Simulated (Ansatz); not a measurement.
Ansatz (an electronic-structure program) input (B3LYP-D3(BJ)/def2-TZVP):

Ansatz 0.2 input:
```yaml
crystal:
  periodic: [false, false, false]
  atoms:
    - {symbol: C, position_ang: [2.18718021, -0.12597434, 0.82150956]}
    - {symbol: C, position_ang: [1.12146589, -0.08272063, 0.04016550]}
    - {symbol: C, position_ang: [0.44196962, -1.32705117, -0.49503456]}
    - {symbol: C, position_ang: [-0.93967202, -1.30762247, 0.04321289]}
    - {symbol: C, position_ang: [-1.75065418, -0.11493414, -0.28642082]}
    - {symbol: C, position_ang: [-1.02553997, 1.15331858, 0.21475133]}
    - {symbol: C, position_ang: [0.40547901, 1.18396948, -0.32667854]}
    - {symbol: H, position_ang: [2.63347435, 0.76853149, 1.22433680]}
    - {symbol: H, position_ang: [2.66609372, -1.05470312, 1.08235681]}
    - {symbol: H, position_ang: [0.98347990, -2.22325002, -0.19447904]}
    - {symbol: H, position_ang: [0.42821978, -1.27016118, -1.59028838]}
    - {symbol: H, position_ang: [-1.17055775, -1.88485515, 0.92210768]}
    - {symbol: H, position_ang: [-1.86459812, -0.02501879, -1.37312503]}
    - {symbol: H, position_ang: [-2.74388326, -0.17331217, 0.16052944]}
    - {symbol: H, position_ang: [-0.99646018, 1.13892576, 1.30633013]}
    - {symbol: H, position_ang: [-1.56991115, 2.04538389, -0.10252856]}
    - {symbol: H, position_ang: [0.37245583, 1.27899909, -1.41633867]}
    - {symbol: H, position_ang: [0.93671167, 2.04883776, 0.07553074]}
basis:
  gaussian:
    orbitals: def2-TZVP
hamiltonian:
  xc: b3lyp
  dispersion: d3bj
magnetization: {spin_polarized: true, initial_magnetization: 1}
relax: {f_tol: 0.002, max_steps: 150}
```

End of the output:

```
1.84 GiB of device memory are held for the factors and their scratch space
mean field: 2.37 GiB planned
mean field -7439.57719911 eV, -273.3994193407 hartree, gradient 2.2e-5 eV, S^2 0.754231; 0 other end points of the search recorded, 0 dependent functions left out
the calculation of the forces begins
reference -7439.57752978 eV, -273.3994314925 hartree; 27, 26 occupied and 256, 257 virtual orbitals, 1744 factors
relax step  17: F+E_penalty+E_count = -7440.34629271 eV  Δ(F+E_penalty+E_count) = -2.463e-6 eV  max|allowed force component| = 7.040e-3 eV/Å  Δτ_max = 0.0009 Å  (38 SCF iters, accepted)
these checks for a lower state are left out or cut short: starts, cluster_reference, orbital_swaps, neighbouring_geometries, increment
integrals: 0.27 GiB planned
1744 factors; their error is unknown
0.42 GiB of the device are held for the grids
1.84 GiB of device memory are held for the factors and their scratch space
mean field: 2.37 GiB planned
mean field -7439.57719503 eV, -273.3994191907 hartree, gradient 2.1e-5 eV, S^2 0.754231; 0 other end points of the search recorded, 0 dependent functions left out
the calculation of the forces begins
reference -7439.57752568 eV, -273.3994313421 hartree; 27, 26 occupied and 256, 257 virtual orbitals, 1744 factors
relax step  18: F+E_penalty+E_count = -7440.34629434 eV  Δ(F+E_penalty+E_count) = -1.637e-6 eV  max|allowed force component| = 6.810e-4 eV/Å  Δτ_max = 0.0009 Å  (38 SCF iters, accepted)
integrals: 0.27 GiB planned
1744 factors; their error is unknown
0.42 GiB of the device are held for the grids
1.84 GiB of device memory are held for the factors and their scratch space
mean field: 2.37 GiB planned
mean field evaluation 160: about -7439.6193 eV, gradient 3.2e-1 eV
mean field -7439.57719503 eV, -273.3994191907 hartree, gradient 2.2e-5 eV, S^2 0.754231; 1 other end points of the search recorded, 0 dependent functions left out
the calculation of the forces begins
reference -7439.57752568 eV, -273.3994313421 hartree; 27, 26 occupied and 256, 257 virtual orbitals, 1744 factors
Total energy: -7440.34662500 eV, -273.4276952207 hartree
Atom 0 at     2.292445    -0.049877     0.755690 Å, force     0.000355    -0.000090    -0.000159 eV/Å
Atom 1 at     1.147971    -0.061011     0.081551 Å, force     0.000681    -0.000158     0.000509 eV/Å
Atom 2 at     0.453497    -1.342070    -0.320971 Å, force     0.000217    -0.000169     0.000030 eV/Å
Atom 3 at    -1.000492    -1.317382     0.018295 Å, force     0.000196     0.000466     0.000093 eV/Å
Atom 4 at    -1.780180    -0.072966    -0.221502 Å, force    -0.000412    -0.000014     0.000346 eV/Å
Atom 5 at    -1.020265     1.178418     0.242629 Å, force    -0.000084     0.000091    -0.000088 eV/Å
Atom 6 at     0.412040     1.190583    -0.309154 Å, force    -0.000280     0.000337    -0.000093 eV/Å
Atom 7 at     2.772977     0.879269     1.038005 Å, force    -0.000357     0.000172    -0.000169 eV/Å
Atom 8 at     2.789771    -0.967562     1.045860 Å, force    -0.000201    -0.000122    -0.000137 eV/Å
Atom 9 at     0.949892    -2.205367     0.125023 Å, force    -0.000204     0.000059    -0.000085 eV/Å
Atom 10 at     0.569391    -1.454612    -1.416052 Å, force     0.000026    -0.000009    -0.000121 eV/Å
Atom 11 at    -1.513891    -2.250681     0.209291 Å, force    -0.000263    -0.000356     0.000036 eV/Å
Atom 12 at    -1.984406     0.036105    -1.301807 Å, force     0.000117    -0.000089    -0.000205 eV/Å
Atom 13 at    -2.757800    -0.129201     0.262226 Å, force     0.000068     0.000054    -0.000189 eV/Å
Atom 14 at    -0.979163     1.191237     1.335107 Å, force     0.000121     0.000095     0.000027 eV/Å
Atom 15 at    -1.551918     2.078857    -0.073645 Å, force    -0.000078    -0.000139     0.000011 eV/Å
Atom 16 at     0.363432     1.252232    -1.404149 Å, force     0.000181    -0.000008     0.000161 eV/Å
Atom 17 at     0.951954     2.072392     0.039541 Å, force    -0.000084    -0.000118     0.000029 eV/Å
Dipole moment:    -0.117594     0.020889    -0.085765 e Å
```

It need not be the lowest isomer of its formula.
